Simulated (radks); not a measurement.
Valence configurations of Lu III (all share [Xe]). Method: Dirac Kohn-Sham, PBE, spin-unpolarised, spherical densities, finite nucleus; open shells are shared between the two j in proportion to 2j + 1; Fermi nuclear charge, rms radius 5.37 fm; computed with a radial shooting solver on a logarithmic mesh with Libxc functionals. Order these by energy: 4f14 5d1; 4f14 6s1; 4f14 6p1; 4f14 5d0.5 6s0.5; 4f12.5 5d1.5 6s1; 4f14 5d0.5 6p0.5; 4f13.5 6s0.5 6p1; 4f13 5d1 6s1; 4f13 6s2; 4f12 6s1 6p2.

Answer. From the lowest, in eV above it: 4f14 6s1 0.000; 4f14 5d0.5 6s0.5 0.484; 4f14 5d1 1.116; 4f14 5d0.5 6p0.5 3.065; 4f14 6p1 5.314; 4f13.5 6s0.5 6p1 11.265; 4f13 5d1 6s1 12.916; 4f13 6s2 13.429; 4f12.5 5d1.5 6s1 21.650; 4f12 6s1 6p2 49.349. NIST lists [Xe] 4f14 6s1 as the ground configuration; this level of theory agrees among the configurations tried. The energies are those of spherical spin-averaged densities, not of single terms.
